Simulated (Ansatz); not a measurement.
Relaxation of BrClH₂OZn (6 atoms, charge 0, multiplicity 1), to a largest force component of 0.03 eV/Å in at most 50 steps.

Theory: RKS LDA/def2-SVP in Ansatz 0.2.0.

```xyz
6
Properties=species:S:1:pos:R:3:forces:R:3
Zn -0.682 -0.285 -1.387 0.32 1.51 0.72
O 0.383 -0.075 1.582 -0.16 -0.15 -0.53
Cl -0.854 -2.305 -1.794 -0.01 0.05 -0.03
H 0.279 0.852 1.286 -0.04 0.18 -0.08
Br -0.462 2.061 -1.136 -0.11 -1.60 -0.09
H 1.335 -0.247 1.448 -0.01 0.02 0.02
```

Where does it end, and by what steps?

It converged. After 12 steps the energy has fallen by 0.926 eV; O2 moved furthest, 0.57 Å. Joined: Zn1–O2.

| step | energy less start (eV) | largest force component (eV/Å) | accepted |
| --- | --- | --- | --- |
| 0 | 0.0000 | 1.600 | yes |
| 1 | -0.3219 | 0.860 | yes |
| 2 | -0.5879 | 0.930 | yes |
| 3 | -0.8335 | 0.561 | yes |
| 4 | -0.8102 | 1.633 | no |
| 5 | -0.9003 | 0.272 | yes |
| 6 | -0.9135 | 0.472 | yes |
| 7 | -0.9195 | 0.308 | yes |
| 8 | -0.9232 | 0.114 | yes |
| 9 | -0.9245 | 0.035 | yes |
| 10 | -0.9256 | 0.033 | yes |
| 11 | -0.9259 | 0.043 | yes |
| 12 | -0.9259 | 0.014 | yes |

```xyz
6
Properties=species:S:1:pos:R:3
Zn -0.503 -0.183 -0.858
O 0.245 -0.051 1.028
Cl -0.621 -2.164 -1.524
H 0.461 0.911 1.080
Br -0.593 2.062 -1.068
H 1.011 -0.574 1.343
```

The run took 21 s on 2 threads of Arm Neoverse V1, with other jobs on the host, peak memory 0.15 GiB.
